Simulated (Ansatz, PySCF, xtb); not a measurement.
Complex: C2H4 (SMILES C=C) (first 6 atoms) with CH6Si (SMILES C[SiH3]); geometry from B3LYP-D3(BJ)/def2-TZVP, rigid monomers moved along the line of their centres of mass till H3···Si8 is 3.83 Å.
(charge 0, multiplicity 1):
```xyz
14

C      0.49074    -0.01534     0.01816
C     -0.80891     0.21796     0.12473
H      1.21802     0.54424     0.59331
H      0.88059    -0.77580    -0.64766
H     -1.53757    -0.34112    -0.44987
H     -1.19579     0.97848     0.79195
C     -0.72479    -1.04264     4.27063
Si     0.56874     0.31031     4.36146
H     -1.67892    -0.69628     4.67220
H     -0.41340    -1.91618     4.84636
H     -0.88013    -1.35065     3.23606
H      0.13780     1.50782     3.59901
H      1.86060    -0.15388     3.80006
H      0.79787     0.72178     5.76890
```

Interaction energies are E(AB) − E(A) − E(B) at the monomers' geometry in the complex; basis-set methods are counterpoise corrected. Rows marked so take none.

Correlated levels freeze the cores. Rows in 3-21G, 6-31G* carry no dispersion term and start afresh at each structure (6-31G* with six Cartesian d functions). MP2/6-31G* freezes PySCF's default core.

Codes used: Ansatz (Gaussian basis) for Hartree–Fock, density functionals and correlated methods; PySCF for 3-21G rows, 6-31G* rows; xtb for the GFN methods. Values without a source in brackets are computed.

```tsv
level	interaction energy (meV)
GFN-FF	-40.9
GFN1-xTB	-51.0
GFN2-xTB	-53.0
B3LYP/3-21G (no counterpoise)	-43.8
B3LYP/6-31G* (no counterpoise)	[?]
MP2/6-31G* (no counterpoise)	[?]
SCS-MP2/aug-cc-pV(D+d)Z	-40.2
CCSD/aug-cc-pV(D+d)Z	-43.3
CCSD(T)/aug-cc-pV(D+d)Z	-50.4
```

**Question.** Complete the blanks.

**Answer.** 
- B3LYP/6-31G* (no counterpoise), interaction energy (meV): -30.4
- MP2/6-31G* (no counterpoise), interaction energy (meV): -64.6

Ansatz is a first-principles code.
